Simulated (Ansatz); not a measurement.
Basis sets compared for Au5Cl4⁺ (the lowest singlet isomer of a short search). The state is a singlet with charge 1. Geometry PBE0-D4/def2-SVP. Ansatz on 4 threads of Arm Neoverse V1 on a shared host; times are rough, and most runs start from earlier orbitals.

```
atom    x (Å)    y (Å)    z (Å)
 Au1  -0.7436  -0.6497  -0.6834
 Au2   0.3112   1.6956  -1.7066
 Au3  -0.1395  -1.5456   1.8644
 Au4  -1.8024   1.3080   0.9615
 Au5   1.9744  -1.1578  -0.8034
 Cl6  -1.5140   2.8624  -0.7837
 Cl7   1.7189  -2.6834   0.9719
 Cl8   2.1516   0.4616  -2.5038
 Cl9  -1.9565  -0.2912   2.6831
```

In the def2 sets Au takes a core potential; there is no spin–orbit coupling. No other spin state of charge 1 was run. The structure comes from a short search, and lower isomers may exist.

```csv
level,functions,energy (Eh),HOMO (eV),LUMO (eV),wall time
PBE-D4/def2-SVP,232,-2518.3841,-10.91,-9.16,6.5 s
PBE0-D4/def2-SVP,232,-2518.2881,-12.17,-8.59,13 s
```

Problem. Estimate the rows for PBE-D4/def2-TZVP (with forces), PBE0-D4/def2-TZVP.

Solution. 
```
                         level  functions  energy (Eh)  HOMO (eV)  LUMO (eV)  wall time
PBE-D4/def2-TZVP (with forces)        348   -2519.0753     -10.85      -9.08       13 s
             PBE0-D4/def2-TZVP        348   -2518.9722     -12.01      -8.47       29 s
```
